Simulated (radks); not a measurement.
Dispersion coefficients C6 (hartree bohr^6) between ground-configuration atoms and ions, from the Casimir-Polder integral (3/pi) of alpha_A(iw) alpha_B(iw). Calculated with a radial shooting solver on a logarithmic mesh with Libxc functionals: non-relativistic Kohn-Sham, LB94 model potential, spin-polarised, spherical densities, point nucleus; open shells are filled with parallel spins first (spin-orbit coupling, left out, can overturn this in heavy ions). Response by self-consistent Sternheimer equations with the Hartree and adiabatic LDA kernel. For heavy and open-shell atoms this level of theory can miss by tens of per cent.

\begin{tabular}{lrrrrr}
C6 & Br & Ta2+ & In+ & Cd+ & Sr+ \\ \hline
Br & 162.2 &  &  &  &  \\
Ta2+ & 101.3 & 66.20 &  &  &  \\
In+ & 152.7 & 95.39 & 146.0 &  &  \\
Cd+ & 134.7 & 84.85 & 129.0 & 114.3 &  \\
Sr+ & 267.9 & 159.1 & 266.2 & 235.6 & 577.8 \\
\end{tabular}

Static polarisabilities (bohr^3): Br ([Ar] 3d10 4s2 4p5) 20.44, Ta2+ ([Xe] 4f14 5d3) 11.38, In+ ([Kr] 4d10 5s2) 22.38, Cd+ ([Kr] 4d10 5s1) 20.40, Sr+ ([Kr] 5s1) 73.48. The combination rule 2 Ca Cb / ((alpha_b/alpha_a) Ca + (alpha_a/alpha_b) Cb) gives 148.0 for Sr+-Ta2+, against 159.1 from the integral.
